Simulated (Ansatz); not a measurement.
`FC[SiH2][SeH]` → `[CH2]` (triplet) + `F[SiH2][SeH]` at 500 K and 1 bar (formal loss of a carbene).

Computed with Ansatz on PBE0-D4/def2-TZVP structures; ΔE is electronic, products minus reactants. CCSD(T)/CBS adds triple-zeta CCSD(T) − MP2 to the extrapolated MP2 energy (def2 sets, frozen cores). This one scheme is used for every species. Triplets are unrestricted, without spin–orbit coupling. For Se outer-core shells are correlated without core-valence functions, which leaves a few kJ/mol of doubt a bond. Scalar relativity is left out up to krypton. Each species was taken in one conformer, which may not be the lowest.

```tsv
species	CCSD(T)/CBS energy (Eh)	H − E (kJ/mol)	S (J/(mol·K))
`FC[SiH2][SeH]`	-2830.64501	187.5	406.1
`[CH2]` (triplet)	-39.09499	62.7	213.9
`F[SiH2][SeH]`	-2791.46485	106.5	348.1
```

H − E and S are ideal-gas, rigid-rotor, harmonic terms from PBE0-D4/def2-TZVP, for one conformer and one mirror image of each species, with the whole ground term of open shells counted as degenerate. 1 Eh = 2625.50 kJ/mol, R = 8.31446 J/(mol·K).

Q: By hand: ΔE, ΔH, ΔS and ΔG.

A: ΔE = (-39.09499) + (-2791.46485) − (-2830.64501) = 0.08517 Eh = 223.6 kJ/mol. Δ(H − E) = 62.7 + 106.5 − 187.5 = -18.3, so ΔH = 205.3 kJ/mol. ΔS = 213.9 + 348.1 − 406.1 = 155.9 J/(mol·K). ΔG = 205.3 − 500 × (155.9)/1000 = 127.4 kJ/mol.

Q: By hand: the equilibrium constant, and the temperature at which ΔG would vanish if ΔH and ΔS stayed fixed.

A: log₁₀ K = −ΔG/(RT ln 10) = -13.3. ΔG = 0 at ΔH/ΔS = 1317 K.

The number of gas molecules changes by +1, which sets the sign of ΔS. A doubt of 5 kJ/mol in ΔE shifts log₁₀ K by 0.5 here. Other conformers and mirror images would add mixing entropy, several J/(mol·K) or more a flexible species. A triplet takes part, so the spin changes. These are equilibria of isolated gas molecules and say nothing of rates. Largest T1 diagnostic: 0.011 (customary marks: 0.02 for closed shells, 0.045 for open ones).
